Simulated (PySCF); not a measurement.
BrH3PbSi, neutral, multiplicity 1. Atoms are numbered in the order given.

```xyz
6

Pb     0.6106     0.4995     0.0000
Br    -0.4376    -1.9458     0.0000
Si    -1.9521     1.5647     0.0000
H     -2.7030     1.0821     1.2181
H     -2.7030     1.0821    -1.2181
H     -2.0156     3.0760     0.0000
```
Charge 0, spin multiplicity 1.

Geometry: PBE-D3(BJ)/def2-SVP. The structure was generated by enumeration; whether it is a known compound was not checked. The def2 effective core potentials stand for the cores of Pb; spin–orbit coupling is left out.

These are PySCF with C-PCM-PBE0/def2-SVP values and carry that method's errors.

The values are the electrostatic part of the solvation free energy, E(continuum) − E(gas) at the gas-phase geometry, in a cavity of scaled van der Waals radii (PySCF's table); cavitation and dispersion terms are not included. A continuum can't describe solvent molecules that bind to the metal. In vacuum the orbital gap is 3.21 eV. The dipole moment in vacuum is 3.79 D.

Computed values in water (ε = 78.36), toluene (ε = 2.37), diethylether (ε = 4.24):
```tsv
solvent	ε	ΔG(elec) (kcal/mol)	dipole (D)	gap (eV)
water	78.36	-8.2	6.04	3.62
toluene	2.37	-4.2	4.90	3.43
diethylether	4.24	-5.9	5.37	3.51
```
